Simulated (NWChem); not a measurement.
PbHOI, singlet; SMILES [I][Pb][OH]

```xyz
4

Pb     0.2117     1.0082     0.0000
I     -0.0080    -1.8132     0.0000
O     -1.8597     1.3869     0.0000
H     -2.0612     2.3319     0.0000
```
Atoms are numbered in this order, from 1.

All runs: NWChem. Low-valent species are run as closed-shell singlets; no triplet was tried in these runs. Coordinates come from a PBE0/def2-SVP optimisation. No frequency run checked for a minimum. def2 effective core potentials on I, Pb; no spin-orbit coupling. Ions are spin-unrestricted doublets at the neutral geometry; other ion states weren't tried.

Problem. Predict the results for PBE/def2-SVP. Quantities: vertical ionisation energy, ΔSCF (eV); −ε(HOMO) (eV).

Solution. 
```yaml
vertical ionisation energy, ΔSCF (eV): 8.80
"−ε(HOMO) (eV)": 5.86
```
